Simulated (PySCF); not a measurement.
B(Cl)2(NCO) (CBCl2NO), SMILES O=C=NB(Cl)Cl.

Geometry optimised at PBE-D3(BJ)/def2-SVP. This is a generated structure with no PubChem entry under its InChIKey; it may be hypothetical. The values are those of a single conformer.

The numbers are results of PySCF with PBE-D3(BJ)/def2-SVP, not measurements.

Frequencies are harmonic and unscaled.

| mode | ν (cm⁻¹) | IR (km/mol) | Raman (Å⁴/amu) | depolarisation | moving atoms (share of kinetic energy) |
|---|---|---|---|---|---|
| 1 | 23 | 0.0 | 4.4 | 0.75 | Cl 39 %, O 35 %, N 21 % |
| 2 | 98 | 0.2 | 0.7 | 0.75 | N 62 %, O 23 % |
| 3 | 239 | 1.4 | 3.5 | 0.75 | Cl 68 %, O 11 %, N 8 % |
| 4 | 343 | 1.4 | 0.0 | – | N 53 %, Cl 38 % |
| 5 | 461 | 4.5 | 12.5 | 0.10 | Cl 71 %, O 14 %, C 9 % |
| 6 | 490 | 7.8 | 0.2 | 0.75 | B 85 % |
| 7 | 548 | 23.4 | 1.2 | 0.75 | C 72 %, O 17 %, N 11 % |
| 8 | 587 | 24.4 | 0.2 | 0.75 | C 71 %, N 15 %, O 14 % |
| 9 | 953 | 364.5 | 2.6 | 0.75 | B 86 %, Cl 13 % |
| 10 | 1025 | 326.1 | 1.1 | 0.26 | B 70 %, O 22 % |
| 11 | 1605 | 165.9 | 50.9 | 0.27 | N 51 %, O 28 %, B 16 % |
| 12 | 2431 | 1493.8 | 0.4 | 0.16 | C 68 %, N 21 %, O 11 % |
